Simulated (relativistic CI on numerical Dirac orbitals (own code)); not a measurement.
# What each ingredient does to the levels of Pr⁵⁶⁺

Base calculation: Dirac-Coulomb-Breit CI, separate exchange-only KLI orbitals for each configuration, model QED, unscaled Slater integrals.

Configuration list (outside the closed core 1s2): 2s, 2p, 3s, 3p, 3d, 4s, 4p, 4d, 4f, 5s, 5p, 5d, 5f, 5g, 6s, 6p, 6d. Levels of other configurations are missing.

Variants: (1) one mean potential for all configurations. Shifts of the energy above 2s ²S1/2, in eV, for the lowest level and the first level of each name with at least 55 % of one term (blank where a level changes its place among those of its configuration and J or its character, or is not in the variant):

```tsv
Level	Base	Δ(1)
2s ²S1/2	0.0	0.0
2p ²P°1/2	136.2	+0.2
2p ²P°3/2	684.4	+0.2
3s ²S1/2	6699.0	-0.1
3p ²P°1/2	6736.4	-0.1
3p ²P°3/2	6899.5	-0.1
3d ²D3/2	6910.5	-0.1
3d ²D5/2	6959.3	-0.1
4s ²S1/2	9005.5	-0.1
4p ²P°1/2	9020.7	-0.1
4p ²P°3/2	9089.2	-0.1
4d ²D3/2	9093.8	-0.1
4d ²D5/2	9114.5	-0.1
4f ²F°5/2	9114.7	-0.1
4f ²F°7/2	9124.8	-0.1
5s ²S1/2	10059.9	-0.1
5p ²P°1/2	10067.6	-0.1
5p ²P°3/2	10102.5	-0.1
5d ²D3/2	10104.9	-0.1
5d ²D5/2	10115.5	-0.1
5f ²F°5/2	10115.6	-0.1
5g ²G7/2	10120.8	-0.1
```

At this charge energies of transitions that change n are usually good to better than 1 %, and those within a shell (Δn = 0) to a few per cent.

Ionisation energy from the two ground configurations alone: base 11895.1 eV. The NIST ASD value (theoretical) is 11895.9 eV.
